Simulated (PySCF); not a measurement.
Vertical excitations of a molecule C2H7BO3 from TDDFT-B3LYP/def2-SVPD run with PySCF 2.14.0, as energy in eV (oscillator strength): 6.72 (0.009), 7.31 (0.004), 7.43 (0.002), 7.83 (0.001), 7.87 (0.036), 7.95 (0.043), 8.22 (0.011), 8.40 (0.022), 8.44 (0.043), 8.49 (0.021). Lowest triplet (TDA): 6.49 eV. Coordinates come from a PBE0-D3(BJ)/def2-SVP optimisation. Other conformers were not sampled.

**Question.** Pick the molecule that these values belong to.
(A) COCB(O)O
(B) C[C@H](O)B(O)O
(C) OCCB(O)O
(D) COB(O)OC

**Answer.** B, C[C@H](O)B(O)O
